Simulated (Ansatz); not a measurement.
Q: Name a neutral molecule of B, C, S, Si and H with HOMO–LUMO gap (B3LYP/def2-TZVPP) between 5.10 and 5.40 eV and HOMO energy (ωB97M-V/def2-TZVPP) between -9.35 and -9.05 eV (Ansatz, PBE0-D4/def2-TZVP geometry).

A: `[SiH3]SB1BC1` (5.15 eV, -9.31 eV). Other molecules can fit too; these were computed, each in one conformer that needn't be the lowest.

B3LYP here is the variant with VWN-RPA as its local correlation; programs differ in this.
